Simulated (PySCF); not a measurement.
C4H9, doublet, geometry from GFN2-xTB; CCSD/6-31G in PySCF.

Input for PySCF:
```python
from pyscf import gto, scf, cc

mol = gto.Mole()
mol.atom = '''
    C     0.80227852    1.76477179   -0.15694418
    C     0.52141927    0.40038107    0.33521225
    C    -0.74490807   -0.31053583    0.05376212
    C    -0.53438974   -1.81153526   -0.16655504
    H     1.85278878    1.87333439   -0.43366452
    H    -1.48498727   -2.30741758   -0.34953270
    H     0.60506598    2.52119607    0.61469385
    H     0.18232470    2.00638185   -1.01869520
    H    -0.07242301   -2.26159652    0.70904246
    H     0.11552400   -1.97990561   -1.02198077
    H     1.21029694   -0.04478302    1.03354459
    H    -1.22945641    0.12710158   -0.82320378
    H    -1.44553349   -0.19280169    0.89694506
'''
mol.basis = '6-31g'
mol.spin = 1
mol.verbose = 4
mol.build()

mf = scf.UHF(mol)
mf.kernel()

mycc = cc.CCSD(mf)
mycc.diis_space = 3
mycc.kernel()
print('E(CCSD) = %.10f' % mycc.e_tot)
```

It wrote (shortened):

```
PySCF version 2.14.0

[INPUT] verbose = 4
[INPUT] num. atoms = 13
[INPUT] num. electrons = 33
[INPUT] charge = 0
[INPUT] spin (= nelec alpha-beta = 2S) = 1
[INPUT] symmetry False subgroup None
[INPUT] Mole.unit = angstrom
[INPUT] Symbol           X                Y                Z      unit          X                Y                Z       unit  Magmom
[INPUT]  1 C      0.802278520000   1.764771790000  -0.156944180000 AA    1.516086678421   3.334935355458  -0.296581517044 Bohr   0.0
[INPUT]  2 C      0.521419270000   0.400381070000   0.335212250000 AA    0.985339616371   0.756610567760   0.633459346099 Bohr   0.0
[INPUT]  3 C     -0.744908070000  -0.310535830000   0.053762120000 AA   -1.407672240278  -0.586827670564   0.101595682676 Bohr   0.0
[INPUT]  4 C     -0.534389740000  -1.811535260000  -0.166555040000 AA   -1.009850252378  -3.423305506393  -0.314743410266 Bohr   0.0
[INPUT]  5 H      1.852788780000   1.873334390000  -0.433664520000 AA    3.501263360867   3.540088936829  -0.819507172741 Bohr   0.0
[INPUT]  6 H     -1.484987270000  -2.307417580000  -0.349532700000 AA   -2.806219238766  -4.360387281207  -0.660521074580 Bohr   0.0
[INPUT]  7 H      0.605065980000   2.521196070000   0.614693850000 AA    1.143408989492   4.764370078630   1.161603026954 Bohr   0.0
[INPUT]  8 H      0.182324700000   2.006381850000  -1.018695200000 AA    0.344543748743   3.791512197798  -1.925054932409 Bohr   0.0
[INPUT]  9 H     -0.072423010000  -2.261596520000   0.709042460000 AA   -0.136859654017  -4.273798027069   1.339896060088 Bohr   0.0
[INPUT] 10 H      0.115524000000  -1.979905610000  -1.021980770000 AA    0.218308720814  -3.741479355390  -1.931263759872 Bohr   0.0
[INPUT] 11 H      1.210296940000  -0.044783020000   1.033544590000 AA    2.287129745999  -0.084627642831   1.953116212626 Bohr   0.0
[INPUT] 12 H     -1.229456410000   0.127101580000  -0.823203780000 AA   -2.323335896991   0.240187176199  -1.555629688907 Bohr   0.0
[INPUT] 13 H     -1.445533490000  -0.192801690000   0.896945060000 AA   -2.731662399987  -0.364342390453   1.694980512182 Bohr   0.0

nuclear repulsion = 122.915305127838
number of shells = 38
number of NR pGTOs = 124
number of NR cGTOs = 54
basis = 6-31g
ecp = {}

******** <class 'pyscf.scf.uhf.UHF'> ********
method = UHF
initial guess = minao
damping factor = 0
level_shift factor = 0
DIIS = <class 'pyscf.scf.diis.CDIIS'>
diis_start_cycle = 1
diis_space = 8
diis_damp = 0
SCF conv_tol = 1e-09
SCF conv_tol_grad = None
SCF max_cycles = 50
direct_scf = True
direct_scf_tol = 1e-13
number electrons alpha = 17  beta = 16
Set gradient conv threshold to 3.16228e-05
init E= -157.153595636108

cycle= 1 E= -156.561509496573  delta_E= 0.592  |g|= 0.21  |ddm|= 2.06
cycle= 2 E= -156.602114954601  delta_E= -0.0406  |g|= 0.065  |ddm|= 0.347
cycle= 3 E= -156.606887283971  delta_E= -0.00477  |g|= 0.0235  |ddm|= 0.142
cycle= 4 E= -156.60745824792  delta_E= -0.000571  |g|= 0.0109  |ddm|= 0.0418
cycle= 5 E= -156.607672534163  delta_E= -0.000214  |g|= 0.00392  |ddm|= 0.0326
cycle= 6 E= -156.60770343802  delta_E= -3.09e-05  |g|= 0.00126  |ddm|= 0.013
cycle= 7 E= -156.6077063036  delta_E= -2.87e-06  |g|= 0.000565  |ddm|= 0.0036
cycle= 8 E= -156.607706908084  delta_E= -6.04e-07  |g|= 0.000252  |ddm|= 0.00176
cycle= 9 E= -156.60770704766  delta_E= -1.4e-07  |g|= 9.86e-05  |ddm|= 0.000896
cycle= 10 E= -156.607707070709  delta_E= -2.3e-08  |g|= 2.94e-05  |ddm|= 0.000385
cycle= 11 E= -156.607707072333  delta_E= -1.62e-09  |g|= 1.29e-05  |ddm|= 8.94e-05
cycle= 12 E= -156.607707072624  delta_E= -2.91e-10  |g|= 5.84e-06  |ddm|= 3.91e-05
Extra cycle  E= -156.607707072667  delta_E= -4.3e-11  |g|= 3.67e-06  |ddm|= 1.04e-05
converged SCF energy = -156.607707072667  <S^2> = 0.76481493  2S+1 = 2.0147605

******** <class 'pyscf.cc.uccsd.UCCSD'> ********
CC2 = 0
CCSD nocc = (np.int64(17), np.int64(16)), nmo = (54, 54)
max_cycle = 50
direct = 0
conv_tol = 1e-07
conv_tol_normt = 1e-06
diis_space = 3
diis_start_cycle = 0
diis_start_energy_diff = 1e+09
Init t2, MP2 energy = -0.349855599884272
Init E_corr(UCCSD) = -0.34985559989601
cycle = 1  E_corr(UCCSD) = -0.386004423824443  dE = -0.0361488239  norm(t1,t2) = 0.0724683
cycle = 2  E_corr(UCCSD) = -0.397254518872971  dE = -0.011250095  norm(t1,t2) = 0.0270772
cycle = 3  E_corr(UCCSD) = -0.40373278059715  dE = -0.00647826172  norm(t1,t2) = 0.0129638
cycle = 4  E_corr(UCCSD) = -0.403878917532603  dE = -0.000146136935  norm(t1,t2) = 0.00312537
cycle = 5  E_corr(UCCSD) = -0.4038564847675  dE = 2.24327651e-05  norm(t1,t2) = 0.0014133
cycle = 6  E_corr(UCCSD) = -0.403868165471167  dE = -1.16807037e-05  norm(t1,t2) = 0.00052291
cycle = 7  E_corr(UCCSD) = -0.40385477413044  dE = 1.33913407e-05  norm(t1,t2) = 0.000234303
cycle = 8  E_corr(UCCSD) = -0.403846116729656  dE = 8.65740078e-06  norm(t1,t2) = 0.000108527
cycle = 9  E_corr(UCCSD) = -0.403840795079318  dE = 5.32165034e-06  norm(t1,t2) = 4.95134e-05
cycle = 10  E_corr(UCCSD) = -0.403838972774188  dE = 1.82230513e-06  norm(t1,t2) = 2.43337e-05
cycle = 11  E_corr(UCCSD) = -0.403838141454263  dE = 8.31319925e-07  norm(t1,t2) = 1.25255e-05
cycle = 12  E_corr(UCCSD) = -0.403837938373358  dE = 2.03080905e-07  norm(t1,t2) = 6.90527e-06
cycle = 13  E_corr(UCCSD) = -0.403837911172324  dE = 2.72010345e-08  norm(t1,t2) = 3.88693e-06
cycle = 14  E_corr(UCCSD) = -0.403837933483981  dE = -2.2311657e-08  norm(t1,t2) = 2.08458e-06
cycle = 15  E_corr(UCCSD) = -0.40383794904223  dE = -1.55582495e-08  norm(t1,t2) = 1.12581e-06
cycle = 16  E_corr(UCCSD) = -0.403837959365106  dE = -1.03228757e-08  norm(t1,t2) = 6.15396e-07
UCCSD converged
E(UCCSD) = -157.0115450320321  E_corr = -0.4038379593651057
E(CCSD) = -157.0115450320
```
